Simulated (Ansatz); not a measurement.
Total energies of CH2AlBrClF.

Cartesian coordinates in Å:
```
F 0.167 1.481 1.463
C 0.376 0.854 0.300
Br -1.354 1.047 -0.882
Al -0.144 -1.025 -0.018
Cl 0.898 -1.971 -1.574
H 1.092 1.419 -0.298
H -1.035 -1.806 1.008
```

Charge 0, multiplicity 1. Correlated methods include outer-core shells of Br, which these sets cover unevenly. Scalar relativity is left out up to krypton. The bonds changed during the relaxation, so this is another structure than the one it started from. The structure was optimised at the PBE0-D4/def2-TZVP level. It is one conformer, not always the lowest. Basis def2-TZVPP, the Gaussian-basis code of Ansatz.

RPA on PBE orbitals: Hartree–Fock energy of these orbitals -3412.37563 Eh, correlation -1.50094 Eh (frozen core).

| functional | kind | energy without D4 (Eh) | D4 term (kJ/mol) |
| --- | --- | --- | --- |
| r2SCANh | meta-GGA hybrid, 10 % | -3415.93587 | -4.8 |
| ωB97X-V | range-separated hybrid GGA with VV10 | -3415.69101 | – |

Problem. Give the same for LDA (SPW92), PBE, revPBE, BLYP, r2SCAN, B97M-V, PBE0, B3LYP, r2SCAN0, HSE06 (plane-wave form), BHLYP, CAM-B3LYP, LC-ωPBE, ωB97M-V, B2PLYP, PBE-QIDH. (An estimate is asked.)

Solution. Computed: 
| functional | kind | energy without D4 (Eh) | D4 term (kJ/mol) |
| --- | --- | --- | --- |
| LDA (SPW92) | LDA | -3408.99052 | – |
| PBE | GGA | -3415.22477 | -19.0 |
| revPBE | GGA | -3415.67545 | -48.8 |
| BLYP | GGA | -3416.08156 | -40.7 |
| r2SCAN | meta-GGA | -3415.94819 | -4.4 |
| B97M-V | meta-GGA with VV10 | -3415.40779 | – |
| PBE0 | global hybrid, 25 % exact exchange | -3415.37481 | -16.3 |
| B3LYP | global hybrid, 20 % | -3416.14534 | -31.2 |
| r2SCAN0 | meta-GGA hybrid, 25 % | -3415.91885 | -5.3 |
| HSE06 (plane-wave form) | screened hybrid | -3415.35969 | -15.4 |
| BHLYP | global hybrid, 50 % | -3416.01035 | -27.2 |
| CAM-B3LYP | range-separated hybrid | -3416.17899 | -16.9 |
| LC-ωPBE | long-range corrected hybrid | -3415.43141 | – |
| ωB97M-V | range-separated hybrid meta-GGA with VV10 | -3415.85910 | – |
| B2PLYP | double hybrid | -3415.36321 | – |
| PBE-QIDH | double hybrid | -3414.87571 | – |

B3LYP takes the VWN-RPA correlation (the form of Gaussian; ORCA's B3LYP/G). HSE06 is the plane-wave form, built on full-range PBE exchange. The double hybrids freeze the cores in their second-order part.

LC-ωPBE has ω = 0.4 bohr⁻¹.
